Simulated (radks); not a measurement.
Sr V, 34 electrons, occupied as [Ar] 3d10 4s2 4p4. Calculated with a radial shooting solver on a logarithmic mesh with Libxc functionals: scalar-relativistic Kohn-Sham, BP86, spin-unpolarised, spherical densities, finite nucleus; Fermi nuclear charge, rms radius 4.224 fm.

Local quantities along the radius. ELF = 1/(1 + alpha^2) is the electron localisation function; alpha = (tau - tau_W)/tau_unif compares the Pauli kinetic energy density with that of the uniform gas. tau is taken from the large components.

```
   r/bohr * ELF (the largest magnitude, 1, reaches the edge; | marks zero)
 0.001523 |                                                      *
 0.002015 |                                                      *
 0.002666 |                                                      *
 0.003528 |                                                      *
 0.004668 |                                                      *
 0.006176 |                                                      *
 0.008171 |                                                      *
  0.01081 |                                                      *
  0.01431 |                                                      *
  0.01893 |                                                     *
  0.02504 |                                                    *
  0.03314 |                                             *
  0.04384 |                           *
  0.05801 |                *
  0.07676 |                      *
   0.1016 |                                     *
   0.1344 |                                          *
   0.1778 |                               *
   0.2352 |              *
   0.3113 |                         *
   0.4118 |                                        *
   0.5493 |                                       *
   0.7268 |                    *
   0.9616 |           *
    1.272 |                                    *
    1.684 |                                           *
    2.228 |                             *
    2.947 |   *
      3.9 *
```

On this mesh the ELF has minima near r = 0.058, 0.24, 0.83 bohr, which separate the shells, and maxima near 0.13 (0.78), 0.48 (0.78), 1.7 (0.81).
